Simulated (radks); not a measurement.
In V, 45 electrons, occupied as [Kr] 4d7 5s2 (not the ground configuration). Calculated with a radial shooting solver on a logarithmic mesh with Libxc functionals: scalar-relativistic Kohn-Sham, LDA (Slater exchange, Perdew-Wang correlation), spin-polarised, spherical densities, point nucleus; open shells are filled with parallel spins first (spin-orbit coupling, left out, can overturn this in heavy ions).

X-ray form factor f0, the Fourier transform of the density (f0(0) = 45):

sin(theta)/lambda (1/angstrom),f0 (electrons)
0.05,44.500
0.1,43.095
0.15,41.032
0.2,38.608
0.25,36.077
0.3,33.611
0.4,29.191
0.5,25.581
0.6,22.735
0.8,18.758
1,15.976
1.25,13.031
1.5,10.483
2,7.100
